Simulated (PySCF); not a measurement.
Species: C5H8Se.
InChI=1S/C5H8Se/c1-5-2-3-6-4-5/h2-3,5H,4H2,1H3/t5-/m0/s1

All values: wB97X-D/def2-SVPD (PySCF, non-relativistic), on one gas-phase PBE0-D3(BJ)/def2-SVP geometry that isn't relaxed in the solvent. The solvent is an IEF-PCM continuum (Bondi radii, 1.10 Å for H, scaled by 1.2), and excitations are vertical TDDFT with non-equilibrium linear response and a frozen core. The model holds no explicit solvent molecules, cavitation or dispersion. Spin–orbit coupling is left out although an atom past zinc is present.

Gas-phase singlets (H = HOMO, L = LUMO):

| state | E (eV) | λ (nm) | f | leading configurations |
| --- | --- | --- | --- | --- |
| S1 | 4.239 | 292 | 0.001 | H→L 85%, H→L+5 8% |
| S2 | 5.148 | 241 | 0.115 | H→L+1 94% |
| S3 | 5.686 | 218 | 0.042 | H→L+2 72%, H→L+3 17% |
| S4 | 6.004 | 207 | 0.008 | H→L+3 63%, H→L+2 15% |
| S5 | 6.390 | 194 | 0.043 | H→L+4 97% |

Problem. Give the list for chloroform (ε = 4.711), n² = 2.09.

Solution. 
| state | E (eV) | λ (nm) | f | leading configurations | change by rank (eV) |
| --- | --- | --- | --- | --- | --- |
| S1 | 4.299 | 288 | 0.002 | H→L 86%, H→L+5 8% | +0.060 |
| S2 | 5.179 | 239 | 0.170 | H→L+1 96% | +0.031 |
| S3 | 5.641 | 220 | 0.065 | H→L+2 74%, H→L+3 17% | -0.045 |
| S4 | 6.028 | 206 | 0.012 | H→L+3 66%, H→L+2 15% | +0.024 |
| S5 | 6.405 | 194 | 0.053 | H→L+4 97% | +0.015 |

Problem. Give the list for methanol (ε = 32.61), n² = 1.77.

Solution. 
```json
{"state": "S1", "E (eV)": "4.340", "λ (nm)": "286", "f": "0.002", "leading configurations": "H→L 86%, H→L+5 8%", "change by rank (eV)": "+0.101"}
{"state": "S2", "E (eV)": "5.231", "λ (nm)": "237", "f": "0.160", "leading configurations": "H→L+1 96%", "change by rank (eV)": "+0.083"}
{"state": "S3", "E (eV)": "5.649", "λ (nm)": "219", "f": "0.065", "leading configurations": "H→L+2 74%, H→L+3 16%", "change by rank (eV)": "-0.037"}
{"state": "S4", "E (eV)": "6.050", "λ (nm)": "205", "f": "0.012", "leading configurations": "H→L+3 69%, H→L+2 15%", "change by rank (eV)": "+0.046"}
{"state": "S5", "E (eV)": "6.418", "λ (nm)": "193", "f": "0.051", "leading configurations": "H→L+4 97%", "change by rank (eV)": "+0.028"}
```

Problem. The ground-state energy changes by -0.145 eV from gas to methanol. By how much does the total energy of gas-phase S1 change?

Solution. E(S1) = E(S0) + excitation energy, so it changes by -0.145 + 0.101 = -0.044 eV: it is lowered less than the ground state, which is what a blue shift means. This is the vertical state, with the slow part of the continuum still set for S0.

Problem. How do the frontier levels move from gas to methanol?

Solution. 
| orbital | gas (eV) | solvent (eV) | change (eV) |
| --- | --- | --- | --- |
| LUMO+2 | 2.12 | 2.02 | -0.10 |
| LUMO+1 | 1.80 | 1.85 | +0.05 |
| LUMO | 1.48 | 1.50 | +0.02 |
| HOMO | -7.54 | -7.65 | -0.11 |
| HOMO-1 | -10.26 | -10.28 | -0.02 |
| HOMO-2 | -10.65 | -10.65 | 0.00 |
| HOMO-3 | -11.41 | -11.27 | +0.14 |

The HOMO–LUMO gap goes from 9.02 to 9.14 eV.

The run took 36 s on one thread, Arm Neoverse V2, on a shared host. This is the whole response run at wB97X-D/def2-SVPD in methanol, SCF included.

The pairwise dispersion term of wB97X-D wasn't added to the energies; at a given geometry it leaves orbitals and properties as they are.
